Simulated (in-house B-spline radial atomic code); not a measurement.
Radial electron density of W6+, [Xe] 4f14. Method: scalar-relativistic (X2C) BLYP, spin-polarised, spherical fractional occupations, Fermi nucleus of rms radius 5.3658 fm. Calculated with a B-spline radial code for spherical atoms.

One-electron X2C: radii and densities carry no picture-change correction, so inner-shell <1/r> comes out high (for 1s by about 2 % at Z = 33, 5 % at 54, 10 % at 75, 30 % at 118) and <r> low.

Columns: r (bohr), 4πr²n(r) (electrons per bohr), bar.

```
0.000332    2.738 #
0.000407    3.651 #
  0.0005    4.867 ##
0.000614    6.462 ##
0.000754    8.546 ###
0.000926    11.25 ####
 0.00114    14.79 #####
  0.0014    19.24 ######
 0.00171    24.67 ########
  0.0021    31.53 ##########
 0.00258    39.83 #############
 0.00317    49.57 ################
 0.00389    60.47 ####################
 0.00478    72.19 #######################
 0.00587    83.78 ###########################
 0.00721    94.02 ##############################
 0.00885    101.4 #################################
  0.0109    104.5 ##################################
  0.0133    102.8 #################################
  0.0164    97.17 ###############################
  0.0201    91.05 #############################
  0.0247    89.14 #############################
  0.0303    95.79 ###############################
  0.0372    111.1 ####################################
  0.0457    128.4 #########################################
  0.0561    136.2 ############################################
  0.0689      128 #########################################
  0.0845    111.3 ####################################
   0.104      104 ##################################
   0.127    113.9 #####################################
   0.156    124.4 ########################################
   0.192      111 ####################################
   0.236    79.98 ##########################
    0.29    63.45 ####################
   0.356    70.58 #######################
   0.437    75.46 ########################
   0.536    60.96 ####################
   0.658    38.89 #############
   0.808    24.16 ########
   0.992    16.73 #####
    1.22    10.83 ###
     1.5    5.311 ##
    1.84    1.785 #
    2.25   0.3901 
    2.77  0.04652 
     3.4 0.002803 
    4.17 7.393e-05
```

On this grid the curve has 4 maxima, near 0.0109, 0.0561, 0.156, 0.437 bohr.

The 5p up radial function P(r) = rR(r), positive near the nucleus:

```tsv
r (bohr)	P
0.000614	0.001226
0.000926	0.002227
0.0014	0.004133
0.0021	0.007685
0.00317	0.01453
0.00478	0.02735
0.00721	0.05071
0.0109	0.09104
0.0164	0.1522
0.0247	0.2272
0.0372	0.275
0.0561	0.2053
0.0845	-0.05499
0.127	-0.3527
0.192	-0.2376
0.29	0.3652
0.437	0.4891
0.658	-0.358
0.992	-1.059
1.5	-0.7887
2.25	-0.2335
3.4	-0.02061
```
